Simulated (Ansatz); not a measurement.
Ansatz (a quantum-chemistry and plane-wave program) input (CCSD(T)/aug-cc-pV(D+d)Z):
A basis named .json is the Basis Set Exchange file of that set.

Ansatz 0.2 input:
```yaml
crystal:
  periodic: [false, false, false]
  atoms:
    - {symbol: C, position_ang: [-1.87116387, -0.10545659, 0.47561532]}
    - {symbol: Si, position_ang: [-0.02624227, 0.18783545, 0.57858034]}
    - {symbol: F, position_ang: [0.25588178, 1.71889784, 0.17700051]}
    - {symbol: Cl, position_ang: [0.94121594, -0.99897910, -0.81709955]}
    - {symbol: H, position_ang: [-2.10112100, -1.14899666, 0.69039877]}
    - {symbol: H, position_ang: [-2.21123155, 0.13404238, -0.53517552]}
    - {symbol: H, position_ang: [-2.39687938, 0.53056155, 1.18864802]}
basis:
  gaussian:
    orbitals: aug-cc-pV_D+d_Z.json
magnetization: {spin_polarized: true, initial_magnetization: 1}
correlation: {method: ccsd_t, electrons: outside_noble_gas}
output: {forces: true}
```

Output:

```
Functional definition: HF
integrals: 0.53 GiB planned
1346 factors; integrals over basis functions are off by at most 1.1e-3 eV
mean field: 0.98 GiB planned
mean field evaluation 1: about -24149.7349 eV, gradient 2.5e1 eV
mean field evaluation 2: about -24149.7411 eV, gradient 2.5e1 eV
mean field evaluation 4: about -24152.9447 eV, gradient 2.8e0 eV
mean field evaluation 8: about -24153.0458 eV, gradient 1.6e-1 eV
mean field evaluation 16: about -24153.0185 eV, gradient 1.1e0 eV
mean field -24153.04644362 eV, -887.6080852802 hartree, gradient 9.2e-6 eV, S^2 0.753889; 0 other end points of the search recorded, 0 dependent functions left out
12 core orbitals not correlated
reference -24153.04644362 eV, -887.6080852802 hartree; 13, 12 occupied and 112, 113 virtual orbitals, 1346 factors
densities: 3.57 GiB planned
second order -15.91828882 eV of doubles, -0.00000000 eV of singles
coupled cluster: 2.06 GiB planned
cycle   1  -16.46838776 eV  change   -5.5e-1 eV  update   9.3e-2
cycle   2  -16.82166276 eV  change   -3.5e-1 eV  update   2.8e-2
cycle   3  -16.92421602 eV  change   -1.0e-1 eV  update   1.6e-2
cycle   4  -16.92387985 eV  change    3.4e-4 eV  update   4.5e-3
cycle   5  -16.92081867 eV  change    3.1e-3 eV  update   2.2e-3
cycle   6  -16.92113239 eV  change   -3.1e-4 eV  update   9.0e-4
cycle   7  -16.92134662 eV  change   -2.1e-4 eV  update   3.4e-4
cycle   8  -16.92138840 eV  change   -4.2e-5 eV  update   1.3e-4
cycle   9  -16.92141880 eV  change   -3.0e-5 eV  update   5.5e-5
cycle  10  -16.92140507 eV  change    1.4e-5 eV  update   2.3e-5
cycle  11  -16.92140239 eV  change    2.7e-6 eV  update   1.0e-5
cycle  12  -16.92140744 eV  change   -5.1e-6 eV  update   4.1e-6
perturbative correction -0.49773381 eV, -0.0182913803 hartree
the calculation of the forces begins
Total energy: -24170.46558487 eV, -888.2482269142 hartree
Atom 0 at    -1.871164    -0.105457     0.475615 Å, force     0.313676     0.047846     0.055751 eV/Å
Atom 1 at    -0.026242     0.187835     0.578580 Å, force    -0.120062    -0.673505     0.319926 eV/Å
Atom 2 at     0.255882     1.718898     0.177001 Å, force     0.171405     0.857236    -0.200367 eV/Å
Atom 3 at     0.941216    -0.998979    -0.817100 Å, force     0.129359    -0.145847    -0.146367 eV/Å
Atom 4 at    -2.101121    -1.148997     0.690399 Å, force    -0.114085    -0.476535     0.093406 eV/Å
Atom 5 at    -2.211232     0.134042    -0.535176 Å, force    -0.138960     0.104581    -0.442476 eV/Å
Atom 6 at    -2.396879     0.530562     1.188648 Å, force    -0.241333     0.286224     0.320125 eV/Å
Dipole moment:    -0.370867    -0.119234     0.199685 e Å
```

It need not be the lowest isomer of its formula.
